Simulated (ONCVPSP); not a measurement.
## Before and after: ONCV potential for carbon

- Element: C (Z = 6)
- Generator: ONCVPSP 4.0.1
- Type: optimised norm-conserving Vanderbilt (ONCV)
- Functional: LDA (Perdew-Zunger)
- Relativity: scalar-relativistic
- Frozen core: [He]
- Valence charge: 4
- Reference configuration: 2s1.5 2p2.5
- Partial waves: 2s: rc 0.80 bohr, ncon 3, nbas 7, qcut 9.3 1/bohr, 2 projectors, debl 3.5 Ha; 2p: rc 2.70 bohr, ncon 4, nbas 8, qcut 4.8 1/bohr, 2 projectors, debl 3.3 Ha; d scattering state at 0.42 Ha: rc 2.20 bohr, ncon 3, nbas 7, qcut 4 1/bohr, 3 projectors, debl 0.4 Ha
- Local potential: polynomial inside 0.60 bohr (lpopt 5, dvloc0 0 Ha)
- Core correction: Teter function, fcfact 4, rcfact 1.7

Change: all radii but the core radius scaled by about 1.32 (s 1.06, p 3.56, d 2.90 bohr); local potential polynomial inside 0.80 bohr (lpopt 5, dvloc0 0 Ha).

Cutoffs: the cutoffs (Ha) at which the residual kinetic energy of the hardest occupied pseudo-wave falls to 1 and 0.1 mHa per electron; they do not see the model core or the augmentation charge, which bear on the density cutoff. Errors are all-electron minus pseudo energies relative to the spin-unpolarised reference configuration.

How do hardness, ghosts and transferability respond?

The potential gets neither clearly harder nor softer (20 Ha and 243 Ha → 23 Ha and 30 Ha); the bound ghost in p, s disappears; of the 4 tests that both files solve, the error grows in 4 and shrinks in 0 by more than 15 % and 0.3 meV (median size 674.8 → 1181.0 meV). More of the atom is replaced by a form fitted at one configuration, so other configurations suffer.

```tsv
quantity	base	changed
cutoff, loose	20 Ha	23 Ha
cutoff, tight	243 Ha	30 Ha
loose cutoff by channel	s 20 Ha, p 8.3 Ha	s 23 Ha, p 6.4 Ha
bound ghosts	s, p	none
GHOST(+) flags under 300 eV	none	p at 62.1 eV
error for 2s2 2p2, meV [ΔE -4.12 eV]	-4.1	-18
error for 2s2 2p1, meV [ΔE 6.87 eV]	+193	+272
error for 2s2 2p0, meV [ΔE 31.13 eV]	+1156	+2090
error for 2s1 2p0, meV [ΔE 79.10 eV]	+2147	+3946
rms error of d²Exc/dni dnj with the model core, mHa	1.20	1.48
```

 A true bound ghost makes a file unfit for plane-wave use even where its test errors are small: the radial tests pick states by their node count and pass the ghost by.
